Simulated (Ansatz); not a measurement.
Program: Ansatz. Geometries: PBE0-D4/def2-TZVP. ΔE: electronic, gas phase. CCSD(T)/CBS adds triple-zeta CCSD(T) − MP2 to the extrapolated MP2 energy (def2 sets, frozen cores). DFT in def2-TZVPP. Each species was taken in one conformer, which may not be the lowest.

Consider the isomerisation: `CC(C)OCC1CO1` → `COC(=O)C(C)(C)C`.

CCSD(T)/CBS gives -47.7 kcal/mol.

**Question.** Another level gave -47.1 kcal/mol. Which?
A. CCSD(T)/def2-TZVPP
B. PBE0/def2-TZVPP
C. PBE-D4/def2-TZVPP
D. PBE-QIDH/def2-TZVPP

**Answer.** D. PBE-QIDH -47.1, PBE0 -45.0, PBE-D4 -46.0, CCSD(T)/def2-TZVPP -48.4 kcal/mol.

Largest T1 diagnostic among the species: 0.013.

Leaving LDA and LC-ωPBE aside and taking each functional with its dispersion term where it has one, the values, not all of them listed here, spread over 3.7 kcal/mol, from BLYP-D4 to HSE06-D4. The D4 term adds −1.6 kcal/mol with B3LYP and −0.8 kcal/mol with PBE0; it sums over pairs of atoms, weighted by their polarisabilities, and B3LYP, whose exchange is more repulsive, gets the larger term.

CCSD(T)/CBS has its own doubt, a few kJ/mol and more with outer-core shells, so smaller differences from it don't rank the levels.

B3LYP here is the variant with VWN-RPA as its local correlation; programs differ in this.
